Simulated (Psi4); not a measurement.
C3H5, doublet, at a GFN2-xTB geometry; M06-2X/6-311G** (Psi4).

Here is a job for Psi4.
```
memory 2 GB

molecule {
0 2
C     1.21930413   -0.01255927   -0.15192021
C    -0.05035630    0.42088717    0.13622292
H     1.39641854   -1.02027681   -0.48494024
H     2.07179450    0.63423331   -0.05547914
H    -0.17289208    1.44506354    0.46770440
C    -1.17491144   -0.35848292    0.03182994
H    -2.15056839    0.02417330    0.26857681
H    -1.10897088   -1.38226320   -0.29265777
}

set {
  basis 6-311g**
  reference uks
}

energy('m06-2x')
print_variables()
```

What the program printed (banner, timings and long lists left out):

```
   => Loading Basis Set <=

    Name: 6-311G**
    Role: ORBITAL
    Keyword: BASIS

         ---------------------------------------------------------
                                   SCF
               by Justin Turney, Rob Parrish, Andy Simmonett
                          and Daniel G. A. Smith
                              UKS Reference
         ---------------------------------------------------------

  ==> Geometry <==

    Molecular point group: c1
    Full point group: C1

    Geometry (in Angstrom), charge = 0, multiplicity = 2:

       Center              X                  Y                   Z               Mass
    ------------   -----------------  -----------------  -----------------  -----------------
         C            1.220169198078    -0.019789679214    -0.154260377542    12.000000000000
         C           -0.049491231922     0.413656760786     0.133882752458    12.000000000000
         H            1.397283608078    -1.027507219214    -0.487280407542     1.007825032230
         H            2.072659568078     0.627002900786    -0.057819307542     1.007825032230
         H           -0.172027011922     1.437833130786     0.465364232458     1.007825032230
         C           -1.174046371922    -0.365713329214     0.029489772458    12.000000000000
         H           -2.149703321922     0.016942890786     0.266236642458     1.007825032230
         H           -1.108105811922    -1.389493609214    -0.294997937542     1.007825032230

  Running in c1 symmetry.

  Rotational constants: A =      1.84127  B =      0.35277  C =      0.29605 [cm^-1]
  Rotational constants: A =  55199.78578  B =  10575.82083  C =   8875.37302 [MHz]
  Nuclear repulsion =   65.496023160495739

  Charge       = 0
  Multiplicity = 2
  Electrons    = 23
  Nalpha       = 12
  Nbeta        = 11

  ==> Algorithm <==

  SCF Algorithm Type is DF.
  DIIS enabled.
  MOM disabled.
  Fractional occupation disabled.
  Guess Type is SAD.
  Energy threshold   = 1.00e-06
  Density threshold  = 1.00e-06
  Integral threshold = 1.00e-12

  ==> Primary Basis <==

  Basis Set: 6-311G**
    Blend: 6-311G**
    Number of shells: 44
    Number of basis functions: 84
    Number of Cartesian functions: 87
    Spherical Harmonics?: true
    Max angular momentum: 2

  ==> DFT Potential <==

   => LibXC <=

    Version 7.1.2
    S. Lehtola, C. Steigemann, M. J. T. Oliveira, and M. A. L. Marques,  SoftwareX 7, 1–5 (2018) (10.1016/j.softx.2017.11.002)

   => Composite Functional: M06-2X <=

    Hybrid M06-2X Meta-GGA XC Functional  (10.1007/s00214-007-0310-x)
    Y. Zhao and D. G. Truhlar,  Theor. Chem. Acc., 120, 215, 2008

    Deriv               =              1
    GGA                 =           TRUE
    Meta                =           TRUE

    Exchange Hybrid     =           TRUE
    MP2 Hybrid          =          FALSE

   => Exchange Functionals <=

    1.0000   XC_HYB_MGGA_X_M06_2X

   => Exact (HF) Exchange <=

    0.5400               HF

   => Correlation Functionals <=

    1.0000   XC_MGGA_C_M06_2X

   => LibXC Density Thresholds  <==

    XC_MGGA_C_M06_2X:  1.00E-12
    XC_HYB_MGGA_X_M06_2X:  1.00E-15

   => Molecular Quadrature <=

    Radial Scheme          =       TREUTLER
    Pruning Scheme         =           NONE
    Nuclear Scheme         =       TREUTLER

    Blocking Scheme        =         OCTREE
    BS radius alpha        =              1
    Pruning alpha          =              1
    Radial Points          =             75
    Spherical Points       =            302
    Total Points           =         173076
    Total Blocks           =           1348
    Max Points             =            255
    Max Functions          =             84
    Weights Tolerance      =       1.00E-15

   => Loading Basis Set <=

    Name: (6-311G** AUX)
    Role: JKFIT
    Keyword: DF_BASIS_SCF

  ==> Integral Setup <==

  SCF_SUBTYPE=INCORE selected. In-core MEM_DF algorithm will be used.
  Using in-core AOs.

  ==> MemDFJK: Density-Fitted J/K Matrices <==

    J tasked:                   Yes
    K tasked:                   Yes
    wK tasked:                   No
    Algorithm:                 Core
    Schwarz Cutoff:           1E-12
    Mask sparsity (%):       0.3118
    Fitting Condition:        1E-10

   => Auxiliary Basis Set <=

  Basis Set: (6-311G** AUX)
    Blend: CC-PVTZ-JKFIT
    Number of shells: 125
    Number of basis functions: 387
    Number of Cartesian functions: 463
    Spherical Harmonics?: true
    Max angular momentum: 4

  Minimum eigenvalue in the overlap matrix is 2.3389082916E-03.
  Reciprocal condition number of the overlap matrix is 3.9539119625E-04.
    Using symmetric orthogonalization.

  ==> Pre-Iterations <==

  SCF Guess: Superposition of Atomic Densities via on-the-fly atomic UHF (no occupation information).

   -------------------------
    Irrep   Nso     Nmo
   -------------------------
     A         84      84
   -------------------------
    Total      84      84
   -------------------------

  ==> Iterations <==

                           Total Energy        Delta E     RMS |[F,P]|

   @DF-UKS iter SAD:  -116.59701478709667   -1.16597e+02   0.00000e+00
   @DF-UKS iter   1:  -117.04374322722660   -4.46728e-01   6.82329e-03 DIIS/ADIIS
   @DF-UKS iter   2:  -117.11313675353389   -6.93935e-02   5.35562e-03 DIIS/ADIIS
   @DF-UKS iter   3:  -117.21980071849499   -1.06664e-01   4.63123e-04 DIIS/ADIIS
   @DF-UKS iter   4:  -117.22064834870565   -8.47630e-04   2.51492e-04 DIIS/ADIIS
   @DF-UKS iter   5:  -117.22096832387219   -3.19975e-04   6.95347e-05 DIIS
   @DF-UKS iter   6:  -117.22103893670770   -7.06128e-05   2.65918e-05 DIIS
   @DF-UKS iter   7:  -117.22105166932212   -1.27326e-05   4.90687e-06 DIIS
   @DF-UKS iter   8:  -117.22105190797025   -2.38648e-07   8.98324e-07 DIIS
  Energy and wave function converged.

  ==> Post-Iterations <==

   Electrons on quadrature grid:
      Nalpha   =   11.9999962302 ; deviation = -3.770e-06
      Nbeta    =   10.9999945532 ; deviation = -5.447e-06
      Ntotal   =   22.9999907834 ; deviation = -9.217e-06

   @Spin Contamination Metric:   3.277766110E-02
   @S^2 Expected:                7.500000000E-01
   @S^2 Observed:                7.827776611E-01
   @S   Expected:                5.000000000E-01
   @S   Observed:                5.000000000E-01

    Orbital Energies [Eh]
    ---------------------

    Alpha Occupied:

[...]
    Alpha Virtual:

[...]
    Beta Occupied:

[...]
    Beta Virtual:

[...]
      84A     24.272478

    Final Occupation by Irrep:
              A
    DOCC [    11 ]
    SOCC [     1 ]
    NA   [    12 ]
    NB   [    11 ]

  @DF-UKS Final Energy:  -117.22105190797025

   => Energetics <=

    Nuclear Repulsion Energy =             65.4960231604957386
    One-Electron Energy =                -285.6481867540353505
    Two-Electron Energy =                 111.6402100434026750
    DFT Exchange-Correlation Energy =      -8.7090983578332946
    Empirical Dispersion Energy =           0.0000000000000000
    VV10 Nonlocal Energy =                  0.0000000000000000
    Total Energy =                       -117.2210519079702493

  UHF NO Occupations:
  HONO-2 :   10  A 1.9996551
  HONO-1 :   11  A 1.9850302
  HONO-0 :   12  A 1.0000000
  LUNO+0 :   13  A 0.0149698
  LUNO+1 :   14  A 0.0003449
  LUNO+2 :   15  A 0.0003138
  LUNO+3 :   16  A 0.0002684

Computation Completed

Properties will be evaluated at   0.000000,   0.000000,   0.000000 [a0]

Properties computed using the SCF density matrix

 Multipole Moments:

 ------------------------------------------------------------------------------------
     Multipole            Electronic (a.u.)      Nuclear  (a.u.)        Total (a.u.)
 ------------------------------------------------------------------------------------

 L = 1.  Multiply by 2.5417464519 to convert [e a0] to [Debye]
 Dipole X            :         -0.0390908            0.0375991           -0.0014917
 Dipole Y            :          0.3267283           -0.3142603            0.0124680
 Dipole Z            :          0.1057478           -0.1017124            0.0040354
 Magnitude           :                                                    0.0131894

 ------------------------------------------------------------------------------------

  Variable Map:
  ----------------------------------------------------------------------------
[...]
  Array Variable Map:
  ----------------------------------------------------------------------------
[...]
[...]
```
